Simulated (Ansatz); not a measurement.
Species: SiI, charge 0, multiplicity 2. 
Structure (B3LYP-D3(BJ)/def2-TZVP (Ansatz, a quantum-chemistry and plane-wave program) minimum search):
SMILES: [Si]I
```xyz
2

Si     0.0000     0.0000    -1.9529
I      0.0000     0.0000     0.5159
```
Charge 0, spin multiplicity 2.

Basis-set convergence of Hartree-Fock and MP2 correlation energies (hartree) with Ansatz. Valence correlation only, unless marked. Open shells are spin-unrestricted. Spin-orbit coupling is left out. Frozen are the shells of the preceding noble gas and the d and f shells that filled before the atom's block. Past Kr the def2 sets carry scalar-relativistic core potentials.

| basis | functions | E(HF) | E(corr, MP2) |
|---|---|---|---|
| def2-SVP | 44 | -585.47268 | -0.15436 |
| def2-TZVPP | 92 | -585.58265 | -0.20970 |
| def2-QZVPP | 152 | -585.59206 | -0.23576 |

Extrapolating the two largest sets (X = 3 and 4) as X^-3: E(corr) = (64·(-0.23576) - 27·(-0.20970))/37 = -0.2548 Eh, an estimate of the basis-set limit. The largest set recovers 92.5 % of it, the smallest 60.6 %.
